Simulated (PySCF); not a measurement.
1-phenyl-1-propyne, C₉H₈.
SMILES with atom numbers: `[CH3:1][C:2]#[C:3][c:4]1[cH:5][cH:6][cH:7][cH:8][cH:9]1` (hydrogens: H10, H11, H12 on C1; H13 on C5; H14 on C6; H15 on C7; H16 on C8; H17 on C9)

Computed with PBE0-D3(BJ)/def2-SVP geometry optimisation, gas phase (PySCF).

Task: Give the optimised bond lengths and angles.

Result: 
```
                  bond  length (Å)
                 C1–C2       1.452
                 C2≡C3       1.215
                 C3–C4       1.429
          C4–C5, C4–C9       1.406
          C5–C6, C8–C9       1.391
          C6–C7, C7–C8       1.395
C1–H10, C1–H11, C1–H12       1.102
        C5–H13, C9–H17       1.092
        C6–H14, C8–H16       1.093
                C7–H15       1.092
```

Bonds in one row agree within 0.01 Å and their mean is given. A selection of angles:
```
   angle  degrees
C1–C2–C3    179.9
C2–C3–C4    180.0
C3–C4–C5    120.5
C3–C4–C9    120.7
C5–C4–C9    118.9
C4–C5–C6    120.4
C5–C6–C7    120.3
C6–C7–C8    119.8
```

The 9 C–C bonds span 1.215 Å (C2≡C3, drawn triple) to 1.452 Å (C1–C2, drawn single), a spread of 0.237 Å. The 6-membered ring C4–C5–C6–C7–C8–C9 has internal angles of 118.9° to 120.4° (sum 720°, against 720° for a flat polygon); it is planar, 0.00 Å rms from its mean plane, widest ring torsion 0°. The 9 heavy atoms lie in one plane (0.001 Å rms).

Point group: near Cs, missed by 0.33 Å at most; the miss may be what the optimiser left on a soft mode. Whether it is a minimum is left open (no frequencies).

Hardware: one thread of an Arm Neoverse V1 (shared host). Cost: 35 s of wall time. This is the geometry optimisation.
